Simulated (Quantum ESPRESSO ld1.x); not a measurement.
Task: Tb, 65 electrons, occupied as [Xe] 4f9 6s1 6p1 (not the ground configuration). Method: scalar-relativistic Kohn-Sham, BLYP, spin-unpolarised, spherical densities, point nucleus; computed with ld1.x of Quantum ESPRESSO 7.5. Some entries of the table are withheld. Estimate them.

orbital  occ.  eigenvalue (eV)  r(max) (bohr)  <r> (bohr)
1s          2         -51869.6          0.014     0.02150
2s          2         -8599.35          0.078     0.09149
2p          6         -7641.29            (1)         (2)
3s          2         -1907.97          0.220      0.2394
3p          6         -1612.59          0.216      0.2381
3d         10         -1227.82          0.176         (3)
4s          2         -378.643          0.504      0.5414
4p          6         -281.413            (4)      0.5737
4d         10         -148.035          0.546      0.6238
5s          2         -48.7027           1.18       1.326
5p          6         -26.0258           1.34       1.573
6s          1          -4.4163           3.37       4.003
4f          9          -4.2126            (5)      0.9075
6p          1          -1.6174           4.69       5.728

Result: 
(1) 2p r(max) (bohr): 0.063
(2) 2p <r> (bohr): 0.08088
(3) 3d <r> (bohr): 0.2165
(4) 4p r(max) (bohr): 0.525
(5) 4f r(max) (bohr): 0.557
